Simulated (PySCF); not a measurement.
Start geometry of `C=CCBC1CC1` from GFN2-xTB (Å):
```
atom  x, y, z in Å
C1     0.4291   -1.4271    2.1176
C2    -0.6367   -0.8531    1.5133
C3    -1.2023   -1.2684    0.1830
B4    -0.7664   -0.3250   -1.0306
C5     0.3837    0.6445   -0.9432
C6     1.1841    1.0235   -2.1748
C7     0.3016    2.0286   -1.5713
H8     0.7986   -1.0409    3.0538
H9     0.9313   -2.2317    1.6975
H10   -1.1345   -0.0090    1.9875
H11   -2.2772   -1.3667    0.2787
H12   -0.7986   -2.2634   -0.0485
H13   -1.4461   -0.3997   -2.0310
H14    0.9599    0.6423   -0.0144
H15    0.8936    0.5572   -3.1090
H16    2.2547    1.1458   -2.0475
H17   -0.6185    2.2938   -2.0915
H18    0.7162    2.8613   -1.0202
```

Q: What comes out of this run: PySCF, PBE0-D3(BJ)/def2-SVP geometry optimisation, gas phase?

A: 
```
atom  x, y, z in Å
C1     0.334   -1.726    2.183
C2    -0.535   -0.936    1.549
C3    -1.142   -1.196    0.210
B4    -0.687   -0.268   -0.979
C5     0.364    0.846   -0.878
C6     1.240    1.106   -2.104
C7     0.194    2.084   -1.755
H8     0.755   -1.450    3.153
H9     0.657   -2.682    1.755
H10   -0.821    0.009    2.028
H11   -2.246   -1.113    0.254
H12   -0.965   -2.240   -0.114
H13   -1.206   -0.455   -2.065
H14    0.860    1.023    0.082
H15    1.091    0.467   -2.979
H16    2.284    1.362   -1.904
H17   -0.700    2.142   -2.382
H18    0.495    3.036   -1.310
```

The energy falls by 4.2 kcal/mol over 13 energy and gradient evaluations, the largest force component goes from 0.0442 to 2.4e-04 Eh/bohr, and the atoms move by 0.289 Å rms after alignment. The bond that changes most is C1–H9 (terminal =CH2 carbon to vinylic hydrogen), which lengthens by 0.058 Å. Bonds longer at the end by more than 0.005 Å: 13 of 18; shorter: 3. Among the angles that change most is B4–C3–H11, from 113.0° to 105.9°. Among the dihedrals that turn most is H12–C3–B4–H13, from 80° to 56°. Rotational constants go from 5334, 1343, 1223 to 5894, 1233, 1148 MHz. The orientation of the end geometry is arbitrary; only internal coordinates are fixed.

The run used 153 basis functions and 86 SCF cycles in all. Hardware: an Arm Neoverse V1 with one thread, shared host. Cost: 2.0 min of wall time, 0.65 GiB resident at most.

Stationary, but not proved a minimum. One conformer, not necessarily the lowest.
